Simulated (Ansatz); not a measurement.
`[F][Zr]([F])([F])[I]` + CH₄ → `[CH3][Zr]([F])([F])[F]` + HI at 400 K and 1 bar (formal exchange of groups at a Zr–I bond).

Gas-phase electronic energies from Ansatz, PBE0-D4/def2-TZVP geometries. CCSD(T)/CBS is the MP2 limit (def2-TZVPP, def2-QZVPP) plus CCSD(T) − MP2 in def2-TZVPP, frozen cores. This one scheme is used for every species. Elements past krypton have def2 core potentials. For I, Zr outer-core shells are correlated without core-valence functions, which leaves a few kJ/mol of doubt a bond.

```tsv
species	CCSD(T)/CBS energy (Eh)	H − E (kJ/mol)	S (J/(mol·K))
`[F][Zr]([F])([F])[I]`	-644.12135	48.5	392.7
CH₄	-40.46206	131.3	197.2
`[CH3][Zr]([F])([F])[F]`	-386.47392	140.5	395.7
HI	-298.03592	25.7	215.0
```

H − E and S are ideal-gas, rigid-rotor, harmonic terms from PBE0-D4/def2-TZVP. 1 Eh = 2625.50 kJ/mol, R = 8.31446 J/(mol·K).

Problem. By hand: ΔE, ΔH, ΔS and ΔG.

Solution. ΔE = (-386.47392) + (-298.03592) − (-644.12135) − (-40.46206) = 0.07357 Eh = 193.2 kJ/mol. Δ(H − E) = 140.5 + 25.7 − 48.5 − 131.3 = -13.6, so ΔH = 179.6 kJ/mol. ΔS = 395.7 + 215.0 − 392.7 − 197.2 = 20.8 J/(mol·K). ΔG = 179.6 − 400 × (20.8)/1000 = 171.3 kJ/mol.

Problem. By hand: the equilibrium constant, and the temperature at which ΔG would vanish if ΔH and ΔS stayed fixed.

Solution. log₁₀ K = −ΔG/(RT ln 10) = -22.4. ΔG = 0 at ΔH/ΔS = 8635 K, far beyond where these terms or the molecules hold.

ΔH outweighs TΔS. A doubt of 5 kJ/mol in ΔE shifts log₁₀ K by 0.7 here. These are equilibria of isolated gas molecules and say nothing of rates. Largest T1 diagnostic: 0.017 (customary marks: 0.02 for closed shells, 0.045 for open ones).
